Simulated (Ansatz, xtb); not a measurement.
# Relative energy of two isomers of CH9NOSSi2

Structure a is `CO[Si@@H](S)N[SiH3]`, a singlet and structure b is `CO[SiH2]N[SiH2]S`, a singlet. Both are isolated molecules in the gas phase, relaxed with B3LYP-D3(BJ)/def2-SVP; each stands in its lowest conformer found.

Task: Estimate which is lower in electronic energy at CCSD(T)/def2-SVP + ΔMP2/def2-TZVPP, and by roughly how much.

Result: The CCSD(T)/def2-SVP + ΔMP2/def2-TZVPP calculation puts structure a lower, by 5.71 kJ/mol.

The same difference at several levels:

```
                             level               geometry  E(b) − E(a) (kJ/mol)  departure from the last row (kJ/mol)  job, with rough time for the two
             B3LYP-D3(BJ)/def2-SVP  B3LYP-D3(BJ)/def2-SVP                   +8.54                                 +2.83             optimisation, 5.8 min
                       HF/def2-SVP  B3LYP-D3(BJ)/def2-SVP                   +1.39                                 −4.32           part of the CCSD(T) run
                      MP2/def2-SVP  B3LYP-D3(BJ)/def2-SVP                   +6.69                                 +0.97           part of the CCSD(T) run
                  CCSD(T)/def2-SVP  B3LYP-D3(BJ)/def2-SVP                   +6.44                                 +0.72                      single point
CCSD(T)/def2-SVP + ΔMP2/def2-TZVPP  B3LYP-D3(BJ)/def2-SVP                   +5.71                                                      single point, 85 s
```

As drawn, both hold the same kinds of bond in the same numbers.

HF/def2-SVP finds them nearly level. The largest departure from CCSD(T)/def2-SVP + ΔMP2/def2-TZVPP is that of HF/def2-SVP, 4.32 kJ/mol. Levels run at GFN2-xTB geometries aren't shown. The last row adds to CCSD(T) the change of the MP2 difference between the two basis sets, here −0.72 kJ/mol.

With thermal terms from frequencies at re-optimised GFN2-xTB minima (ideal gas, soft modes damped towards free rotors, one conformer each, 298.15 K, 1 atm): the zero-point term adds +0.45 kJ/mol; ΔH is +5.93 and ΔG +6.23 kJ/mol.

The correlated steps freeze 18 core orbitals. Mirror images aren't counted in ΔG. Run with Ansatz 0.2.0, xtb 6.7.1; the last row on 2 threads of Intel(R) Xeon(R) Platinum 8259CL CPU @ 2.50GHz (Skylake/Cascade Lake) on a shared host.
